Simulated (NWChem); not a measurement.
Species: PbH₂O, singlet; SMILES [OH][PbH]

Results from NWChem. Low-valent species are run as closed-shell singlets; no triplet was tried in these runs. Structure relaxed at the PBE-D3(BJ)/def2-SVP level. def2 effective core potentials on Pb; no spin-orbit coupling. B3LYP is NWChem's, with the RPA form of VWN correlation. Vertical excitations in the gas phase; the lowest state need not have the same character in each row.

```csv
level,"lowest excitation, singlet (eV)",oscillator strength of that lowest state,orbital gap (eV)
"PBE/def2-SVP, full TDDFT",3.05,0.005,2.78
"B3LYP/def2-SVP, full TDDFT",3.14,0.007,4.10
"BHandHLYP/def2-SVP, full TDDFT",3.30,0.012,6.15
"LRC-wPBEh/def2-SVP, full TDDFT",3.25,0.010,7.96
```
